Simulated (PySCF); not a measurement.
Gas-phase reaction: 4 GeH3Cl ⇌ Ge3H8 + 2 Cl2 + GeH4

Computed with PySCF and rigid-rotor harmonic-oscillator thermochemistry at 1 bar. † marks an energy on the PBE0/def2-TZVP geometry and frequencies; other levels use their own. MP2 and CCSD(T) freeze the core. 6-31G* has spherical d functions here. All species are closed-shell singlets. B3LYP is the form with VWN-RPA correlation. Ge: all electrons, no relativistic terms. MP2 isn't extrapolated to the basis-set limit; its ΔH°(298 K) is 610.1 kJ in def2-SVP and 585.4 kJ in def2-TZVPP. CCSD(T) isn't extrapolated to the basis-set limit. The harmonic model lacks anharmonicity and excited electronic states, which grow with temperature; levels with a mode under 35 cm⁻¹ are left out. Internal rotation in Ge3H8 is treated as a harmonic vibration of one conformer, which makes the entropy rough.

| level | ΔE electronic, kJ | ΔH°(298 K), kJ | ΔS°(298 K), J/K | ΔG°(1800 K), kJ |
|---|---|---|---|---|
| B3LYP/6-31G* | 564 | 559 | -4 | 542 |
| BLYP/def2-TZVP† | 516 | 512 | -6 | 499 |
| CCSD(T)/def2-SVP† | 582 | 578 | -6 | 565 |
| M06-2X/def2-TZVP† | 601 | 597 | -6 | 584 |
| MP2/def2-TZVPP† | 589 | 585 | -6 | 573 |
| PBE/def2-TZVP† | 511 | 507 | -6 | 494 |
| PBE0/def2-QZVP† | 542 | 537 | -6 | 525 |
| PBE0/def2-TZVP | 545 | 541 | -6 | 528 |
| LDA/def2-TZVP† | 501 | 497 | -6 | 484 |
| ωB97M-V/def2-TZVP† | 557 | 553 | -6 | 540 |
| ωB97X-V/def2-TZVP† | 566 | 562 | -6 | 549 |
ΔH° is lowest at LDA/def2-TZVP† and highest at M06-2X/def2-TZVP†. No reference value is set beside these.
